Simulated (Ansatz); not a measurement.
C₉H₂₃GeN⁺, that is GeEt3(NMeEt) with one electron fewer. The state is a doublet with charge 1. Geometry PBE-D4/def2-SVP, that of the neutral singlet; atoms count from 1.

Cartesian coordinates in Å:
```
Ge 0.2110 0.4053 0.3710
C -1.4233 1.4676 0.7083
C -2.6538 0.6037 1.0008
H -1.6016 2.1362 -0.1608
H -1.1965 2.1436 1.5610
H -3.5657 1.2154 1.1662
H -2.8651 -0.0964 0.1666
H -2.5081 -0.0185 1.9086
C 0.5809 -0.7849 1.9096
C 0.6339 -0.0383 3.2473
H 1.5404 -1.3127 1.7221
H -0.2068 -1.5678 1.9201
H 0.8555 -0.7199 4.0955
H 1.4170 0.7488 3.2517
H -0.3294 0.4631 3.4778
C 1.7661 1.6010 0.0485
C 1.6114 2.4901 -1.1895
H 2.6653 0.9536 -0.0417
H 1.9205 2.2152 0.9630
H 2.4927 3.1474 -1.3474
H 1.4855 1.8848 -2.1111
H 0.7232 3.1525 -1.1144
N -0.1501 -0.6936 -1.0974
C -0.8628 -0.1859 -2.2499
C 0.7101 -1.8335 -1.3719
C -0.0486 -3.1574 -1.5331
H -0.1870 0.1407 -3.0843
H -1.5557 -0.9456 -2.6830
H -1.4879 0.6874 -1.9753
H 1.3279 -1.6530 -2.2918
H 1.4420 -1.9460 -0.5424
H 0.6483 -3.9934 -1.7508
H -0.6098 -3.3994 -0.6068
H -0.7792 -3.1103 -2.3666
```

(1) Estimate the Mulliken populations of the heavy atoms from the PBE0/def2-SVP orbitals of Ansatz.

(2) Where does the spin sit?

(3) And the Mayer bond orders between heavy atoms (over 0.3)?

## Answers

(1) 
```json
{"atom": "Ge1", "charge (e)": "0.59", "spin (α − β)": "-0.05"}
{"atom": "C2", "charge (e)": "-0.31", "spin (α − β)": "0.01"}
{"atom": "C3", "charge (e)": "-0.09", "spin (α − β)": "0.00"}
{"atom": "C9", "charge (e)": "-0.30", "spin (α − β)": "0.02"}
{"atom": "C10", "charge (e)": "-0.10", "spin (α − β)": "0.00"}
{"atom": "C16", "charge (e)": "-0.28", "spin (α − β)": "0.13"}
{"atom": "C17", "charge (e)": "-0.11", "spin (α − β)": "0.00"}
{"atom": "N23", "charge (e)": "-0.38", "spin (α − β)": "0.77"}
{"atom": "C24", "charge (e)": "0.00", "spin (α − β)": "-0.05"}
{"atom": "C25", "charge (e)": "-0.03", "spin (α − β)": "-0.05"}
{"atom": "C26", "charge (e)": "-0.10", "spin (α − β)": "0.05"}
```
Mulliken values depend strongly on the basis.

(2) Summed by element: Ge -0.05, C 0.11, H 0.17, N 0.77, of 1 unpaired in all. Largest on single atoms: N23 0.77, C16 0.13, H27 0.06.

(3) Ge1–C2 1.01 (1.98 Å); Ge1–C9 1.00 (1.98 Å); Ge1–C16 0.94 (1.99 Å); Ge1–N23 0.70 (1.87 Å); C2–C3 1.05 (1.53 Å); C9–C10 1.07 (1.53 Å); C16–C17 1.07 (1.53 Å); N23–C24 0.99 (1.45 Å); N23–C25 0.95 (1.45 Å); C25–C26 1.06 (1.53 Å).
